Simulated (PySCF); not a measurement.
C₆H₃O₄ (doublet state).
Geometry (GFN2-xTB, Å), atoms numbered from 1 in this order:
```
atom  x, y, z in Å
O1     2.629   -0.999   -2.083
C2     2.930   -0.467   -1.065
O3     2.285    0.041   -0.052
C4     0.899    0.064    0.065
C5     0.333    0.627    1.158
C6    -1.086    0.612    1.222
C7    -1.811    0.056    0.224
C8    -1.182   -0.533   -0.934
O9    -1.709   -1.047   -1.877
O10    0.227   -0.482   -0.927
H11    0.939    1.057    1.933
H12   -1.571    1.052    2.080
H13   -2.888    0.021    0.239
```

The hyperfine couplings belong to this conformer and change with its torsions.

The species is `O=c1oc(ccc1)O[C]=O` [radical].

Theory: UKS B3LYP, pcH-1 on C H O, non-relativistic, mean-field spin-orbit, GIAO in PySCF 2.14.0. Geometry: GFN2-xTB, one conformer, isolated molecule. The geometry wasn't refined by DFT: couplings that depend on bond lengths, twists or pyramidal angles can differ widely from those at the functional's own minimum. No stability test was run, so a lower SCF solution isn't excluded.

(1) The isotropic 17O couplings are -285.8, -48.9, -12.2 MHz. Assign them to O1; O3; O10.

## Answers

(1) 
```json
{"site": "O1", "a_iso (MHz)": "-48.9", "ρ(0) (bohr⁻³)": "+0.0807", "position": "1 bond from C2", "distance from C2 (Å)": "1.19", "spin population": "+0.23", "largest |T| (MHz)": "107.8"}
{"site": "O3", "a_iso (MHz)": "-285.8", "ρ(0) (bohr⁻³)": "+0.4714", "position": "1 bond from C2", "distance from C2 (Å)": "1.30", "spin population": "0.00", "largest |T| (MHz)": "17.4"}
{"site": "O10", "a_iso (MHz)": "-12.2", "ρ(0) (bohr⁻³)": "+0.0202", "position": "3 bonds from C2", "distance from C2 (Å)": "2.71", "spin population": "0.00", "largest |T| (MHz)": "2.6"}
```

ρ(0) is the spin density at the nucleus and T the dipolar tensor. Largest spin populations (Mulliken): C2 (+0.70), O1 (+0.23) and C4 (+0.06).
